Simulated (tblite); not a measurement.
Compound: C5H8NO2 (doublet state).
Geometry (GFN2-xTB, Å), atoms numbered from 1 in this order:
```xyz
16
C5H8NO2 angstrom
C      2.273    0.941   -0.781
O      1.834   -0.390   -0.620
C      0.870   -0.545    0.362
C      0.133   -1.782    0.487
C     -0.640   -0.617    0.019
C     -1.523    0.150    0.955
N     -2.771    0.374    0.471
O     -1.161    0.573    2.030
H      3.044    0.917   -1.548
H      2.697    1.332    0.151
H      1.455    1.596   -1.101
H      1.042    0.042    1.266
H      0.270   -2.715   -0.017
H     -0.986   -0.622   -1.012
H     -3.109   -0.075   -0.361
H     -3.437    0.830    1.073
```

Calculated harmonic vibrations of the isolated species, GFN2-xTB (tblite), most abundant isotopes, no scaling. This tight-binding method is rough: wavenumbers can miss measured ones by several per cent, in bad cases by 10 to 20. One conformer, not necessarily the lowest. Open shells enter through the occupations alone, without spin polarisation, and single modes of such species can be off by tens of per cent.

Harmonic wavenumbers (cm⁻¹): 46.6, 79.0, 111.5, 150.1, 210.3, 295.2, 321.1, 358.4, 431.4, 458.4, 530.8, 582.7, 640.9, 711.8, 830.9, 838.4, 903.1, 987.7, 1015.5, 1031.4, 1057.2, 1059.9, 1127.6, 1129.2, 1172.1, 1187.9, 1262.8, 1281.9, 1399.4, 1420.1, 1451.9, 1465.1, 1482.2, 1750.8, 2918.0, 2923.6, 2937.3, 2977.0, 3029.3, 3155.6, 3467.5, 3543.8.

A = 3996, B = 1204, C = 1122 MHz; mass 114.056 u (most abundant isotopes); point group C1, symmetry number 1; spin multiplicity 2.

**Question.** What is the zero-point energy?

**Answer.** ½Σν̃ = 26868 cm⁻¹ = 76.82 kcal/mol.

**Question.** Give the ideal-gas entropy at 273.15 K and 1 bar in the rigid-rotor, harmonic-oscillator model (classical rotation).

**Answer.** Translation 39.70, rotation 28.22, vibration 23.11, spin (R ln 2) 1.38: S = 92.4 cal/(mol K).

**Question.** And Cp and H(273.15 K) − H(0)?

**Answer.** Cp = 32.18 cal/(mol K), of which vibrations give 24.23 (their classical limit is 42 R = 83.5); H(273.15 K) − H(0) = 5.52 kcal/mol without the zero-point energy, 3.35 from vibrations.

**Question.** What must be added to the electronic energy to get the Gibbs energy at 273.15 K and 1 bar?

**Answer.** ZPE + [H(273.15 K) − H(0)] − T·S = 76.82 + 5.52 − 25.24 = 57.10 kcal/mol.

**Question.** Which modes carry the vibrational entropy at 273.15 K?

**Answer.** 46.6 cm⁻¹: 4.78; 79.0 cm⁻¹: 3.74; 111.5 cm⁻¹: 3.07; 150.1 cm⁻¹: 2.51; 210.3 cm⁻¹: 1.88; 295.2 cm⁻¹: 1.30 cal/(mol K); the other 36 give 5.83 together.

**Question.** Blend soft modes into free rotors: weight 1/[1 + (100 cm⁻¹/ν̃)⁴] for the oscillator and the rest for a rotor with moment μB/(μ + B), μ = h/(8π²ν), B = 10⁻⁴⁴ kg m². What vibrational entropy results?

**Answer.** 21.22 cal/(mol K) in place of 23.11, which changes −T·S at 273.15 K by +0.52 kcal/mol.

**Question.** How do the functions run with temperature in this model?

**Answer.** 
```tsv
T (K)	S (cal/(mol K))	Cp (cal/(mol K))	H − H(0) (kcal/mol)	G − H(0) (kcal/mol)	ln q(vib)
100	68.8	17.3	1.24	-5.64	1.53
200	83.4	25.8	3.40	-13.29	3.81
300	95.5	34.5	6.41	-22.25	6.07
500	116.9	49.8	14.92	-43.55	10.54
800	143.7	63.9	32.18	-82.79	16.91
1000	158.7	69.9	45.59	-113.06	20.83
```

q(vib) and H(0) count from the zero-point level.

Hindered rotation and anharmonicity are outside this model. Other conformers, if any are populated, would add a mixing term that is left out. The structure is chiral; the term R ln 2 for an equal mix with its mirror image is left out.

The run took 0.45 s wall on one thread, Arm Neoverse V1 (aarch64), no GPU, shared host. This covers the Hessian and the dipole derivatives.
